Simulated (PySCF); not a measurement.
Precursor series Ti OH-NH2. All species are isolated molecules in the gas phase. One relaxed conformer stands for each flexible species; it need not be the lowest.

The charge on the central atom (Mulliken) from two functionals at the same geometries (TPSS-D3(BJ)/def2-SVP), both in PySCF: PBE-D3(BJ)/def2-TZVP and B3LYP-D3(BJ)/def2-TZVP. B3LYP has the VWN-RPA correlation part, as in Gaussian. 

| species | PBE-D3(BJ)/def2-TZVP (e) | B3LYP-D3(BJ)/def2-TZVP (e) |
|---|---|---|
| 0 of 4 OH replaced by NH2 ([Ti(OH)4]) | 1.30 | 1.50 |
| 1 of 4 OH replaced by NH2 | 1.31 | 1.50 |
| 3 of 4 OH replaced by NH2 ([Ti(OH)(NH2)3]) | 1.39 | 1.55 |
| 4 of 4 OH replaced by NH2 ([Ti(NH2)4]) | 1.46 | 1.61 |

Over these rows, drawn at random from the members with no instability flagged (it was tested for open shells, ions and some series alone), PBE minus B3LYP-D3(BJ): mean -0.18 e, from -0.20 e to -0.16 e.
